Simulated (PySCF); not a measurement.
C₆ coefficients of unlike pairs at UHF

Calculated with PySCF 2.14 from the dipole response of each species, C₆(A,B) = (3/π) ∫ α_A(iu) α_B(iu) du, in atomic units, from isotropic polarisabilities. For ions this is the dispersion term alone; charge-induced terms of lower order in 1/R come first.

```csv
species,configuration,basis,relativity,α (bohr³),C₆ (like pair)
In+,[Kr] 4d10 5s2 (1S),"aug-cc-pwCVTZ-DK3 with one added diffuse shell each of s, p, d, f type (11s10p8d5f1g)",spin-free X2C,29.61,211.3
Ti(3+),[Ar] 3d1 (2D),aug-cc-pwCVTZ (10s9p7d4f3g),none,2.188,5.686
Ne+,[He] 2s2 2p5 (2P),aug-cc-pVTZ (5s4p3d2f),none,1.236,2.153
Ne,[Ne] (1S),dyall-av2z (11s7p2d),none,1.806,3.998
```

Task: Estimate C₆ for Ne+ with Ti(3+).

Result: The integral gives 3.490. The combination rule 2 C_A C_B / (C_A α_B/α_A + C_B α_A/α_B) gives 3.486 and the geometric mean 3.499.

No spin-orbit coupling is included.

The other pairs:

```
       pair     C₆
   Ne+, In+  16.94
Ti(3+), In+  28.60
 Ne, Ti(3+)  4.764
    Ne, Ne+  2.931
    Ne, In+  23.72
```
